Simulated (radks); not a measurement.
Results of a calculation; reference values are marked as such.
Removal energies from the nickel ion Ni11+, [Ne] 3s2 3p5, by Delta-SCF beside the eigenvalue of the level emptied. Code: a radial shooting solver on a logarithmic mesh with Libxc functionals. Model: scalar-relativistic Kohn-Sham, PBEsol, spin-polarised, spherical densities, finite nucleus; Fermi nuclear charge, rms radius of each element as measured or else 0.836 A^(1/3) + 0.57 fm. Open shells are filled with parallel spins first.

removed from,final configuration,Delta-SCF (eV),-eigenvalue (eV)
3p,[Ne] 3s2 3p4,352.08,336.18
3s,[Ne] 3s1 3p5,393.53,377.70
2p,[He] 2s2 2p5 3s2 3p5,1203.7,1159.2
2s,[He] 2s1 2p6 3s2 3p5,1334.1,1295.4
